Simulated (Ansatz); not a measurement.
A nudged elastic band was laid between two geometries of CH7ClO2Si2 (13 atoms, charge 0, multiplicity 1).

The calculation used RKS PBE-D4/def2-SVP in Ansatz.

| Item | Value |
| --- | --- |
| movable images | 9 |
| climbing image | yes |
| spring | 5.0 eV/Å² |
| optimiser | quadratic models (default) |
| start path | through a guess of the saddle point |
| force threshold | 0.05 eV/Å |
| iteration limit | 50 |
| end points | relaxed |

Image 0:

```xyz
13
Properties=species:S:1:pos:R:3
O -2.192 -1.420 0.673
C -1.029 -1.353 -0.134
Si -0.271 0.386 -0.016
O -0.447 0.638 1.645
Si 1.939 0.702 -0.763
Cl -1.421 1.800 -1.057
H -1.963 -0.981 1.518
H -0.249 -2.107 0.152
H -1.314 -1.582 -1.183
H -0.300 1.541 1.976
H 2.890 -0.238 -0.070
H 2.012 0.461 -2.247
H 2.367 2.118 -0.480
```

Image 10:

```xyz
13
Properties=species:S:1:pos:R:3
O -1.283 -1.626 -1.006
C -1.016 -1.338 0.363
Si -0.251 0.391 0.477
O -0.069 0.803 2.092
Si 1.687 0.666 -0.827
Cl -1.694 1.628 -0.463
H -1.872 -0.915 -1.330
H -1.917 -1.416 1.021
H -0.291 -2.096 0.729
H 0.381 1.648 2.274
H 2.752 -0.314 -0.410
H 1.374 0.474 -2.284
H 2.219 2.062 -0.622
```

(1) What changes between the two ends?

(2) Give the energies along the band, and the barrier.

(3) What is the geometry of the highest image?

Answers

(1) No bond is made or broken. The dihedral O1–C2–Si3–Si5 goes from 164 to -56°.

(2) The forces met the threshold. The highest image is number 3 of 0 to 10, 2.7 kcal/mol above the first end and 3.3 kcal/mol above the last; the last end lies 0.6 kcal/mol below the first. The profile has 2 maxima (images 3, 6) with wells between them (image 5): this band takes more than one step, which may be the mechanism or a detour left from its start path. A vibrational analysis at the climbing image gives one clearly imaginary mode, 100i cm⁻¹: a first-order saddle point.

```
image  path coordinate (Å)  energy (kcal/mol)  dihedral O1–C2–Si3–Si5 (°)
    0                 0.00                0.0                         164
    1                 0.82                0.7                        -174
    2                 1.63                2.0                        -155
    3                 2.45                2.7                        -137
    4                 3.07                1.5                        -149
    5                 3.69                0.8                        -142
    6                 4.31                1.7                        -124
    7                 4.93                1.2                        -104
    8                 5.55                0.1                         -86
    9                 6.17               -0.5                         -69
   10                 6.79               -0.6                         -56
```

(3) 
```xyz
13
Properties=species:S:1:pos:R:3
O -2.335 -1.445 -0.167
C -0.943 -1.393 0.080
Si -0.197 0.362 0.221
O -0.100 0.661 1.874
Si 1.857 0.742 -0.866
Cl -1.576 1.692 -0.647
H -2.775 -0.824 0.442
H -0.636 -1.936 1.012
H -0.443 -1.921 -0.760
H 0.239 1.537 2.128
H 2.904 -0.221 -0.369
H 1.699 0.567 -2.351
H 2.327 2.145 -0.583
```

Time of the run: 9.5 min on 2 threads of Arm Neoverse V2 (shared host), peak memory 0.2 GiB.
